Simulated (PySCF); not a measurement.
Gas-phase reaction: ZnCH3 + 6 CH2 + 2 CF ⇌ ZnF2 + 3 C3H5 (allyl)

Computed with PySCF and rigid-rotor harmonic-oscillator thermochemistry at 1 bar. S°(298 K) at PBE0/def2-TZVP differs from the NASA 1993 table for C3H5 (allyl) (-17 J/mol/K); whether the harmonic model or the table's entry is off was not settled. † marks an energy on the PBE0/def2-TZVP geometry and frequencies; other levels use their own. MP2 freezes the core. 6-31G* has spherical d functions here. Open shells (unrestricted): ZnCH3 (multiplicity 2), CH2 (multiplicity 3), CF (multiplicity 2, electronic degeneracy 4), C3H5 (allyl) (multiplicity 2); the rest are closed-shell singlets. Spin-orbit splitting is ignored; it lowers the true energy and changes the entropy of CF. Zn: all electrons, no relativistic terms. ZnCH3: computed as isolated molecules; such fragments, hydroxides, amides, oligomers or adducts are transient or little studied in the gas. MP2 isn't extrapolated to the basis-set limit; its ΔH°(298 K) is -2910.6 kJ in def2-SVP and -2981.8 kJ in def2-TZVPP. The harmonic model lacks anharmonicity and excited electronic states, which grow with temperature; levels with a mode under 35 cm⁻¹ are left out. Warning, spin contamination: C3H5 (allyl) (HF/6-31G*, MP2/def2-TZVPP†).

```tsv
level	ΔE electronic, kJ	ΔH°(298 K), kJ	ΔS°(298 K), J/K	ΔG°(1400 K), kJ
BLYP/def2-TZVP†	-3094	-2980	-826	-1806
HF/6-31G*	-2362	-2246	-826	-1072
MP2/def2-TZVPP†	-3096	-2982	-826	-1808
PBE/def2-TZVP†	-3178	-3064	-826	-1890
PBE0/def2-SVP†	-3135	-3021	-826	-1847
LDA/def2-TZVP†	-3583	-3469	-826	-2296
```
ΔH° is lowest at LDA/def2-TZVP† and highest at HF/6-31G*. No reference value is set beside these.
